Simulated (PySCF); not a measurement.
Polarisability and C₆ of Pd⁺ (palladium, charge +1)

[Kr] 4d9, 2D determinant. Calculation: PySCF 2.14, in def2-QZVPPD with the def2 core potential (28 electrons); a scalar-relativistic core potential. Coupled (time-dependent) response in atomic units; α is the mean over directions.

```csv
method,mean α (bohr³),"α xx, yy, zz",C₆ (like pair),S(−4)
UHF,10.03,"9.717, 9.717, 10.64",59.64,31.87
PBE,12.45,"12.19, 12.19, 12.98",76.34,59.65
PBE0,11.57,"11.29, 11.29, 12.14",70.37,47.89
r2SCANh,11.74,"11.40, 11.40, 12.42",72.25,48.54
```

S(−4) is the Cauchy moment in α(ω) = α(0) + S(−4) ω² + …

Spin-orbit coupling is absent.

α(iu) at PBE:

```csv
u (hartree),α(iu) (bohr³)
0,12.45
0.0500,12.31
0.100,11.90
0.200,10.66
0.300,9.324
0.500,7.187
0.750,5.422
1.00,4.253
1.50,2.826
2.00,2.007
3.00,1.146
5.00,0.5041
```

A single London oscillator, α(iu) = α/(1 + u²/ω²), gives C₆ = (3/4) ω α². Matching the computed C₆ needs ω = 4 × 76.34 / (3 × 12.45²) = 0.657 hartree.

For an ion, C₆ is the dispersion term alone; charge-induced terms of lower order in 1/R come first.

The components differ because the open shell of this determinant is not spherical; for a pure term their mean is the scalar polarisability.

Energies and moments cover only the electrons outside the core potential.
